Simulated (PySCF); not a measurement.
Does the answer move with the share of exact exchange?

C3H8BN.
Numbering: `[BH2:1][N:2]1[CH2:3][C@@H:4]1[CH3:5]` (hydrogens: H6, H7 on B1; H8, H9 on C3; H10 on C4; H11, H12, H13 on C5)

PySCF, pcSseg-2 basis, density fitting, gas phase, PBE0-D3(BJ)/def2-SVP geometry. One functional is left out:

```
functional  exact exchange (%)  HOMO energy (eV)  LUMO energy (eV)  dipole moment (D)
     B97-D                   0             -6.45             -0.87              2.396
      BLYP                   0             -6.37             -0.90              2.451
      BP86                   0             -6.60             -1.02              2.465
       LDA                   0             -6.67             -1.21              2.527
      OPBE                   0             -6.47             -0.91              2.389
       PBE                   0             -6.52             -1.02              2.460
     B3LYP                  20             -7.53             -0.36              2.369
     B97-2                  21             -7.49             -0.13              2.323
      PBE0                  25             -7.76             -0.13              2.353
 BHandHLYP                  50             -8.92              0.68              2.250
```

Q: Predict the row of mPW1PW91 (25 % exact exchange) by straight lines through the other rows, and check it.

A: 
```
         property   line  computed  computed − line  PBE0 (25 %), for comparison
 HOMO energy (eV)  -7.73     -7.78            -0.05                        -7.76
 LUMO energy (eV)  -0.13     -0.14            -0.01                        -0.13
dipole moment (D)  2.344     2.345           +0.001                        2.353
```

Q: Which of these properties follows the share of exact exchange most closely, and which least?

A: Most closely the HOMO energy, least the dipole moment; the correlations over the tabulated rows are HOMO energy -0.995, LUMO energy 0.983, dipole moment -0.867. The HOMO energy moves by -0.484 eV for every 10 %. Functionals with the same share still differ in their other parts: at 0 % BLYP and LDA differ by 0.30 eV in it.
